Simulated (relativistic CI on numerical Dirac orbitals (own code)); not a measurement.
Yb4+ (4f12) in a crystal field

Calculated by Dirac-Coulomb-Breit CI, orbitals from a KLI potential per configuration, QED by a radiative potential, valence Slater integrals scaled by 0.85, one configuration in a parametric crystal field (own radial code).

Field parameters in Wybourne normalisation; cubic f-shell fields have B⁴₄ = √(5/14) B⁴₀ and B⁶₄ = −√(7/2) B⁶₀. The field is a parameter set, without covalency.

S is read from ⟨S²⟩ = S(S + 1).

Powder χT (cm³ K mol⁻¹) by Van Vleck's formula, with temperature-independent terms:

```csv
Field,2 K,5 K,10 K,20 K,50 K,100 K,200 K,300 K
"C2v, B20 = 510, B22 = 50, B40 = -230, B42 = -340, B44 = 1060, B60 = 1090, B62 = -460, B64 = 10, B66 = -750 cm⁻¹",2.24,3.54,3.99,4.28,4.87,5.63,6.43,6.77
"C2v, B20 = -960, B22 = -220, B40 = 680, B42 = 380, B44 = -300, B60 = 100, B62 = -330, B64 = 640, B66 = -20 cm⁻¹",5.23,5.52,5.67,5.9,6.31,6.62,6.88,6.99
"D3h, B20 = 1340, B40 = -560, B60 = -1090, B66 = -160 cm⁻¹",0.216,0.54,1.08,2.15,4.55,5.89,6.62,6.87
"D4h, B20 = -1130, B40 = -250, B44 = -90, B60 = 620, B64 = -900 cm⁻¹",1.63,3.63,4.99,5.6,5.95,6.22,6.63,6.86
"Oh, B40 = 3330, B60 = 1160 cm⁻¹",0.0882,0.221,0.441,0.882,2.2,4.1,5.84,6.35
"Oh, B40 = -1270, B60 = 1100 cm⁻¹",0.076,0.19,0.38,0.76,1.9,3.6,5.43,6.17
```

For D3h, B20 = 1340, B40 = -560, B60 = -1090, B66 = -160 cm⁻¹: what effective moment follows at 300 K?

μ_eff = √(8χT) = 7.41 μB. The LS value g√(J(J + 1)) of the free ion's 3H_6 level is 7.56 μB.
